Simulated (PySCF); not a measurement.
MgO, SMILES [O]=[Mg].

The structure is a stationary point at r2SCAN-D4/def2-TZVPD.

All values below come from PySCF with B3LYP/def2-TZVPD.

Computed frontier levels, gap, dipole moment and polarisability:
- highest occupied level: -5.98 eV
- lowest empty level: -3.88 eV
- orbital gap: 2.09 eV
- dipole moment: 7.47 D
- quadrupole, principal values (traceless, Buckingham form, about the centre of nuclear charge): -0.20, -0.20, 0.40 D·Å
- mean static polarisability: 53.0 bohr³ (7.85 Å³)
- polarisability, principal values: 44.6, 44.6, 69.9 bohr³
